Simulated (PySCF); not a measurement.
Choosing a molecule for a target property.

Species are written as SMILES; each is one conformer at its optimised geometry, gas phase, non-relativistic unless stated; the electronic structure was computed with PySCF and density fitting.

The conformers computed, where there is a choice (atom-mapped SMILES and torsion angles):
- `[CH3:1][P:2]([CH3:3])[n:4]1[cH:5][cH:6][cH:7][cH:8]1`: C1–P2–N4–C5 130°
- `[N:1]#[C:2][CH2:3][PH:4][CH:5]1[CH2:6][CH2:7][CH2:8]1`: C2–C3–P4–C5 57°, C3–P4–C5–C6 -174°
- `[O:1]=[P:2]([OH:3])([OH:4])[OH:5]`: H–O3–P2–O1 18°, H–O4–P2–O1 2°, H–O5–P2–O1 178°
- `[CH2:1]=[C:2]([CH3:3])[Si@H:4]1[O:5][CH:6]=[CH:7][S:8]1`: C1–C2–Si4–O5 -17°
- `[CH3:1][O:2][CH2:3][CH2:4][PH:5][SiH3:6]`: C1–O2–C3–C4 -172°, O2–C3–C4–P5 61°, C3–C4–P5–Si6 -69°
- `[CH3:1][CH2:2][c:3]1[p:4][cH:5][cH:6][n:7]1[CH3:8]`: C1–C2–C3–P4 -89°

Problem. Wanted: lowest triplet excitation (Tamm–Dancoff) between 4 eV and 5.2 eV (TDA CAM-B3LYP/def2-SVPD) and HOMO energy below -7.95 eV (CAM-B3LYP/def2-SVPD), at GFN2-xTB geometries. Which candidate meets both?
A. `CCC1=PC=CN1C`
B. `O=P(O)(O)O`
C. `C=C(C)[Si@H]1OC=CS1`
D. `N#CCPC1CCC1`
E. `Cc1cpcs1`
F. `COCCP[SiH3]`
G. `CP(C)n1cccc1`

Solution. F. Computed values:
| species | lowest triplet excitation (Tamm–Dancoff) | HOMO energy |
| --- | --- | --- |
| Cc1cpcs1 | 2.96 eV | -7.87 eV |
| CCC1=PC=CN1C | 3.48 eV | -7.12 eV |
| C=C(C)[Si@H]1OC=CS1 | 3.82 eV | -7.22 eV |
| CP(C)n1cccc1 | 4.25 eV | -7.45 eV |
| COCCP[SiH3] | 5.11 eV | -8.03 eV |
| N#CCPC1CCC1 | 5.31 eV | -8.79 eV |
| O=P(O)(O)O | 7.52 eV | -10.57 eV |

Problem. Wanted: static isotropic polarisability below 60 au (CAM-B3LYP/def2-SVPD) and smallest rotational constant above 1 GHz (GFN2-xTB), at GFN2-xTB geometries. Which candidate meets both?
A. `Cc1cpcs1`
B. `N#CCPC1CCC1`
C. `CP(C)n1cccc1`
D. `O=P(O)(O)O`

Solution. D. Computed values:
| species | static isotropic polarisability | smallest rotational constant |
| --- | --- | --- |
| O=P(O)(O)O | 36.9 au | 4.364 GHz |
| Cc1cpcs1 | 87.0 au | 1.484 GHz |
| N#CCPC1CCC1 | 95.8 au | 0.921 GHz |
| CP(C)n1cccc1 | 100.0 au | 1.140 GHz |

Problem. Wanted: dipole moment between 2.3 D and 3 D (CAM-B3LYP/def2-SVPD) and electronic spatial extent ⟨r²⟩ about the centre of nuclear charge below 1160 bohr² (CAM-B3LYP/def2-SVPD), at GFN2-xTB geometries. Which candidate meets both?
A. `C=C(C)[Si@H]1OC=CS1`
B. `CCc1pccn1C`
C. `C(CPC1CCC1)#N`
D. `O=P(O)(O)O`
E. `CP(C)n1cccc1`
F. `Cc1cpcs1`

Solution. D. Computed values:
| species | dipole moment | electronic spatial extent ⟨r²⟩ about the centre of nuclear charge |
| --- | --- | --- |
| C=C(C)[Si@H]1OC=CS1 | 1.17 D | 1380 bohr² |
| Cc1cpcs1 | 1.76 D | 789 bohr² |
| CP(C)n1cccc1 | 2.01 D | 1183 bohr² |
| O=P(O)(O)O | 2.63 D | 402 bohr² |
| C(CPC1CCC1)#N | 3.13 D | 1343 bohr² |
| CCc1pccn1C | 3.80 D | 1140 bohr² |

Problem. Wanted: lowest singlet excitation between 6.4 eV and 7 eV (TDDFT CAM-B3LYP/def2-SVPD) and HOMO–LUMO gap above 8.4 eV (CAM-B3LYP/def2-SVPD), at GFN2-xTB geometries. Which candidate meets both?
A. `N#CCPC1CCC1`
B. `O=P(O)(O)O`
C. `c1ccn(c1)P(C)C`
D. `Cc1cpcs1`
E. `p1c(n(C)cc1)CC`
F. `COCCP[SiH3]`

Solution. A. Computed values:
```csv
species,lowest singlet excitation,HOMO–LUMO gap
Cc1cpcs1,4.88 eV,7.62 eV
p1c(n(C)cc1)CC,5.29 eV,8.08 eV
COCCP[SiH3],5.90 eV,9.11 eV
c1ccn(c1)P(C)C,6.25 eV,8.71 eV
N#CCPC1CCC1,6.46 eV,9.66 eV
O=P(O)(O)O,7.76 eV,10.91 eV
```
